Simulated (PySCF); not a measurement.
In(H)(Et)(OH) (C2H7InO), SMILES [InH]([OH])[CH2]C.

Coordinates come from a B3LYP-D3(BJ)/def2-SVP optimisation. The structure was generated by enumeration; whether it is a known compound was not checked. The def2 effective core potentials stand for the cores of In; spin–orbit coupling is left out. Other conformers were not sampled.

These are TDA-PBE/def2-SVPD run with PySCF 2.14.0 values and carry that method's errors.

Vertical excitations.  State labels are in the subgroup Cs.

```json
[
 {"state": "S1", "symmetry": "A\"", "energy (eV)": "4.43", "λ (nm)": "280", "f": "0.001", "main pairs": "HOMO→LUMO 100 %"},
 {"state": "S2", "symmetry": "A'", "energy (eV)": "5.04", "λ (nm)": "246", "f": "0.018", "main pairs": "HOMO−1→LUMO 68 %, HOMO→LUMO+1 22 %"},
 {"state": "S3", "symmetry": "A\"", "energy (eV)": "5.28", "λ (nm)": "235", "f": "0.032", "main pairs": "HOMO−1→LUMO+1 93 %"},
 {"state": "S4", "symmetry": "A\"", "energy (eV)": "5.34", "λ (nm)": "232", "f": "0.000", "main pairs": "HOMO−2→LUMO 95 %"},
 {"state": "S5", "symmetry": "A'", "energy (eV)": "5.57", "λ (nm)": "223", "f": "0.097", "main pairs": "HOMO→LUMO+1 56 %, HOMO−1→LUMO 17 %, HOMO→LUMO+3 9 %"},
 {"state": "S6", "symmetry": "A'", "energy (eV)": "5.98", "λ (nm)": "207", "f": "0.030", "main pairs": "HOMO→LUMO+2 67 %, HOMO−2→LUMO+1 18 %"},
 {"state": "S7", "symmetry": "A\"", "energy (eV)": "6.18", "λ (nm)": "200", "f": "0.012", "main pairs": "HOMO−1→LUMO+2 99 %"},
 {"state": "S8", "symmetry": "A'", "energy (eV)": "6.42", "λ (nm)": "193", "f": "0.048", "main pairs": "HOMO→LUMO+3 71 %"},
 {"state": "S9", "symmetry": "A'", "energy (eV)": "6.51", "λ (nm)": "191", "f": "0.096", "main pairs": "HOMO−2→LUMO+1 45 %, HOMO→LUMO+2 16 %, HOMO−3→LUMO 12 %, HOMO−2→LUMO+3 9 %"},
 {"state": "S10", "symmetry": "A\"", "energy (eV)": "6.52", "λ (nm)": "190", "f": "0.001", "main pairs": "HOMO−1→LUMO+3 99 %"},
 {"state": "T1", "symmetry": "A\"", "energy (eV)": "4.18", "λ (nm)": "296", "f": "0", "main pairs": "HOMO→LUMO 100 %"},
 {"state": "T2", "symmetry": "A'", "energy (eV)": "4.32", "λ (nm)": "287", "f": "0", "main pairs": "HOMO−1→LUMO 99 %"},
 {"state": "T3", "symmetry": "A'", "energy (eV)": "4.54", "λ (nm)": "273", "f": "0", "main pairs": "HOMO→LUMO+1 96 %"},
 {"state": "T4", "symmetry": "A\"", "energy (eV)": "4.94", "λ (nm)": "251", "f": "0", "main pairs": "HOMO−1→LUMO+1 76 %, HOMO−2→LUMO 23 %"}
]
```
Triplets are in the Tamm–Dancoff approximation.
